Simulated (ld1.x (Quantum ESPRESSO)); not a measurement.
## What one change does to a pseudopotential (cadmium (Cd), TM semilocal)

Cd (Z = 48), norm-conserving Troullier–Martins (semilocal form), made with ld1.x (Quantum ESPRESSO) 7.5 (LDA (PZ), scalar-relativistic). Core [Kr], reference 4d10 5s1 5p1. Waves: 5s (bound): rc 2.05 bohr; 4d (bound): rc 1.15 bohr; 5p (bound): rc 2.75 bohr. Local part: the p channel. Core correction: none.

Change: wave 5p (bound): rc 2.75 bohr becomes 5p (bound): rc 2.04 bohr.

Cutoffs: the cutoffs (Ry, on a coarse ladder) from which the occupation-weighted sum of valence levels, in a spherical-Bessel basis at the reference potential, stays within 10 and 1 mRy of its value at 400 Ry; they do not see the model core or the augmentation charge, which bear on the density cutoff. Errors are all-electron minus pseudo energies relative to the spin-unpolarised reference configuration.

Predict the effect on cutoff, ghosts and configuration errors.

The potential gets neither clearly harder nor softer (90 Ry and 110 Ry → 90 Ry and 110 Ry); the d channel sets the loose cutoff, while the largest relative change is in p, which becomes harder; of the 9 tests that both files solve, the error grows in 2 and shrinks in 3 by more than 15 % and 0.3 meV (median size 5.4 → 5.6 meV); neither file shows a bound ghost. A semilocal file is local in each channel, so a ghost entry of none says nothing of the separable form that plane-wave codes build from it.

```tsv
quantity	base	changed
cutoff, loose	90 Ry	90 Ry
cutoff, tight	110 Ry	110 Ry
loose cutoff by channel (10 mRy a level)	s 8 Ry, d 70 Ry, p 6 Ry	s 8 Ry, d 70 Ry, p 8 Ry
bound ghosts	none	none
error for 4d10 5s2 5p0, meV [ΔE -4.79 eV]	+1.2	+1.1
error for 4d10 5s1 5p0, meV [ΔE 4.84 eV]	-1.8	-1.0
error for 4d10 5s0 5p0, meV [ΔE 22.36 eV]	-5.4	-3.9
error for 4d9 5s0 5p0, meV [ΔE 60.61 eV]	+46	+32
error for 4d9 5s2 5p1, meV [ΔE 7.80 eV]	-95	-86
error for 4d8 5s0 5p0, meV [ΔE 114.89 eV]	-45	-78
error for 4d10 5s1.5 5p0, meV [ΔE -0.91 eV]	-0.2	+0.1
error for 4d10 5s1 5p1 (spin-polarised), meV [ΔE -0.51 eV]	+11	+10
error for 4d10 5s1 5p0 (spin-polarised), meV [ΔE 4.65 eV]	+4.8	+5.6
```
